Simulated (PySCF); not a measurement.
Mo²⁰⁺: ionisation energy

Mo²⁰⁺ [Ar] 3d4 [3d3/2^4, M_J = 0] → Mo²¹⁺ [Ar] 3d3 [3d3/2^3, M_J = 3/2], as a difference of total energies. All numbers are calculated (PySCF 2.14, the two-component X2C-1e Hamiltonian, in an uncontracted even-tempered set (17 s from 2.3 bohr⁻², ratio 2.8; 12 p from 2.9 bohr⁻², ratio 2.8; 8 d from 2.9 bohr⁻², ratio 2.8; 3 f from 11 bohr⁻², ratio 3)). Correlated levels: [Ne] frozen; the 76 highest virtual spinors dropped. "Screened" scales the spin-orbit matrix elements by Boettger's factors to mimic the two-electron term; Breit and QED terms are absent.

```csv
method,ionisation energy (eV)
GHF (spin-free),890.75
GMP2 (spin-free),891.13
GHF (screened spin-orbit),890.00
GMP2 (screened spin-orbit),890.41
```

Problem. How much does correlation contribute at GMP2 (screened spin-orbit)?

Solution. 890.41 − (890.00) = 0.41 eV, measured against GHF (screened spin-orbit).

Breit and QED terms and the two-electron picture change are absent.

The spin-free rows relax to the high-spin LS determinant and lack the spin-orbit shift.

The labels give the starting determinants; with spin-orbit coupling the two ends relaxed to ⟨J²⟩ = 2.68, ⟨L²⟩ = 5.47, ⟨S²⟩ = 5.47 and ⟨J²⟩ = 5.48, ⟨L²⟩ = 11.48, ⟨S²⟩ = 3.48.

The determinant of Mo²⁰⁺ and of Mo²¹⁺ mixes levels of different J (the jj label is only the starting occupation), so the difference between spin-free and spin-orbit rows is not the physical spin-orbit shift.

For comparison: 890 ± 4 eV (theoretical estimate listed by NIST; NIST Atomic Spectra Database, ionization energies).
